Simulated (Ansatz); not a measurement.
Harmonic vibrations of the cluster AgCl2⁻ by finite differences.

```yaml
crystal:
  periodic: [false, false, false]
  atoms:
    - {symbol: Ag, position_ang: [-0.000031, 0.000152, -0.000096]}
    - {symbol: Cl, position_ang: [1.784967, 1.111940, 1.017287]}
    - {symbol: Cl, position_ang: [-1.784936, -1.112092, -1.017191]}
basis:
  gaussian: {orbitals: def2-TZVPD}
total_charge: -1
hamiltonian: {xc: pbe0, dispersion: d4}
scf: {omitted_lower_state_checks: [starts]}
phonons: {temperatures: {t_min: 298.15, t_max: 900, t_step: 200}}
```

```sh
$ ansatz run in.yaml --threads 4 --pin off --events-out ev --progress --plain --max-ram 3916MiB
```

Output, abridged:

```
Functional definition: PBE0
mean field -29042.97754252 eV, -1067.3097386503 hartree, gradient 2.4e-5 eV, S^2 0.000000; 0 other end points of the search recorded, 0 dependent functions left out
mean field -29042.97750342 eV, -1067.3097372134 hartree, gradient 1.7e-6 eV, S^2 0.000000; 0 other end points of the search recorded, 0 dependent functions left out
mean field -29042.97750334 eV, -1067.3097372106 hartree, gradient 1.7e-6 eV, S^2 0.000000; 0 other end points of the search recorded, 0 dependent functions left out
mean field -29042.97753219 eV, -1067.3097382706 hartree, gradient 1.7e-6 eV, S^2 0.000000; 0 other end points of the search recorded, 0 dependent functions left out
mean field -29042.97753346 eV, -1067.3097383175 hartree, gradient 1.7e-6 eV, S^2 0.000000; 0 other end points of the search recorded, 0 dependent functions left out
mean field -29042.97755774 eV, -1067.3097392097 hartree, gradient 1.7e-6 eV, S^2 0.000000; 0 other end points of the search recorded, 0 dependent functions left out
mean field -29042.97748777 eV, -1067.3097366382 hartree, gradient 1.7e-6 eV, S^2 0.000000; 0 other end points of the search recorded, 0 dependent functions left out
mean field -29042.97755314 eV, -1067.3097390407 hartree, gradient 2.2e-6 eV, S^2 0.000000; 0 other end points of the search recorded, 0 dependent functions left out
mean field -29042.97752367 eV, -1067.3097379578 hartree, gradient 2.2e-6 eV, S^2 0.000000; 0 other end points of the search recorded, 0 dependent functions left out
mean field -29042.97748773 eV, -1067.3097366370 hartree, gradient 1.7e-6 eV, S^2 0.000000; 0 other end points of the search recorded, 0 dependent functions left out
mean field -29042.97755779 eV, -1067.3097392114 hartree, gradient 1.7e-6 eV, S^2 0.000000; 0 other end points of the search recorded, 0 dependent functions left out
mean field -29042.97752431 eV, -1067.3097379812 hartree, gradient 2.1e-6 eV, S^2 0.000000; 0 other end points of the search recorded, 0 dependent functions left out
mean field -29042.97755250 eV, -1067.3097390171 hartree, gradient 2.2e-6 eV, S^2 0.000000; 0 other end points of the search recorded, 0 dependent functions left out
Total energy: -29043.04891152 eV, -1067.3123614129 hartree
Atom 0 at    -0.000031     0.000152    -0.000096 Å, force    -0.000065    -0.000342     0.000100 eV/Å
Atom 1 at     1.784967     1.111940     1.017287 Å, force     0.004709     0.003084     0.002615 eV/Å
Atom 2 at    -1.784936    -1.112092    -1.017191 Å, force    -0.004644    -0.002743    -0.002715 eV/Å
Dipole moment:    -0.000025     0.000166    -0.000097 e Å
Vibrations: 86.27 86.27 256.07 322.83 cm⁻¹, zero-point energy 0.046583 eV
Checks for a lower state left out: starts
```

Hardware: 4 threads of Arm Neoverse V1 on a shared host. Wall time 13 s.

In the def2 sets Ag takes a core potential; there is no spin–orbit coupling. The structure comes from a short search, and lower isomers may exist.
